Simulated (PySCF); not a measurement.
# How ionic is MK along the alkali metals?

PBE0 in PySCF with x2c-TZVPall on every atom, spin-free X2C, for the lowest determinant that a PBE0 search found; no spin–orbit coupling. A negative dipole means M(+)K(−).

```
 M  state (unpaired electrons)  Re (Å)  μ (D)
Li      singlet (closed shell)   3.388   3.33
Na      singlet (closed shell)   3.540   2.95
Rb      singlet (closed shell)   4.139  -0.69
Cs      singlet (closed shell)   4.368  -2.15
```

Give the ionic character |μ|/(e·Re) of each, with 1 e·Å = 4.803 D, and the positive end.

KLi 20 % (K positive), KNa 17 % (K positive), KRb 3 % (Rb positive), CsK 10 % (Cs positive). Lone pairs and polarisation enter μ too, so this number is only a rough measure of charge transfer.

Closed-shell solutions of metal pairs were not tested for spin polarisation, which can lower them a little. Spin–orbit coupling is left out.
